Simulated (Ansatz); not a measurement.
Program: Ansatz. Geometries: PBE0-D4/def2-TZVP. ΔE: electronic, gas phase. CBS: MP2 limit from def2 TZ/QZ plus the TZ coupled-cluster correction, frozen cores. Functionals use def2-TZVPP. B3LYP here is the variant with VWN-RPA as its local correlation; programs differ in this. Each species was taken in one conformer, which may not be the lowest.

Reaction (redistribution): `C[SiH2]BS` + `CB([SiH3])S` → `[SiH3][SiH2]BS` + `CB(C)S`

`C[SiH2]BS`:

Z-matrix (Å, degrees):
```
C
Si 1 1.879
H 1 1.092 2 110.9
H 1 1.092 2 110.8 3 120.1
H 1 1.092 2 110.6 3 -119.9
B 2 2.007 1 112.3 3 60.8
H 2 1.495 1 109.7 3 -61.5
H 2 1.494 1 109.3 3 -178.5
S 6 1.763 2 123.7 1 -125.7
H 6 1.196 2 123.1 1 54.3
H 9 1.347 6 99.9 2 0.3
```

`CB([SiH3])S`:

Cartesian coordinates in Å:
```
C 1.168 -0.419 0.819
B 0.181 -0.153 -0.364
Si -1.600 0.760 -0.067
S 0.517 -0.612 -2.046
H 0.673 -1.016 1.593
H 1.428 0.527 1.307
H 2.095 -0.925 0.536
H -2.393 0.925 -1.315
H -1.385 2.110 0.530
H -2.417 -0.025 0.903
H 1.734 -1.174 -1.895
```

`[SiH3][SiH2]BS`:

Cartesian coordinates in Å:
```
Si 1.220 0.627 1.306
Si 0.524 -0.348 -0.710
B -1.362 -0.964 -0.472
S -2.768 -0.060 -1.035
H 2.629 1.099 1.213
H 1.121 -0.360 2.415
H 0.351 1.790 1.630
H 1.450 -1.471 -1.031
H 0.633 0.679 -1.787
H -1.642 -1.958 0.128
H -2.156 0.966 -1.658
```

`CB(C)S`:

Z-matrix (Å, degrees):
```
C
B 1 1.567
H 1 1.094 2 111.4
H 1 1.098 2 108.1 3 -115.7
H 1 1.091 2 115.1 3 124.3
C 2 1.568 1 121.3 3 40.5
S 2 1.796 1 122.3 3 -140.4
H 6 1.095 2 110.6 1 47.8
H 6 1.091 2 115.2 1 171.3
H 6 1.097 2 108.8 1 -67.8
H 7 1.344 2 99.1 1 2.1
```

(1) Is it downhill or uphill in electronic energy at CCSD(T)/CBS, and by how much? (Best estimate.)

(2) What do these levels give: PBE-D4, r2SCAN-D4, B3LYP-D4, ωB97X-V, ωB97M-V, r2SCAN, PBE0, B3LYP, MP2/def2-TZVPP, CCSD(T)/def2-TZVPP, HF/def2-QZVPP, CCSD/CBS(def2)? (An estimate is asked.)

Largest T1 diagnostic among the species: 0.016.

## Answers

(1) The calculation gave: Downhill: ΔE = -29.5 kJ/mol.

(2) Ansatz gave: PBE-D4 -33.5, r2SCAN-D4 -33.6, B3LYP-D4 -30.6, ωB97X-V -30.8, ωB97M-V -29.2, r2SCAN -33.5, PBE0 -34.0, B3LYP -30.3, MP2/def2-TZVPP -29.3, CCSD(T)/def2-TZVPP -29.9, HF/def2-QZVPP -30.3, CCSD/CBS(def2) -29.9 kJ/mol.
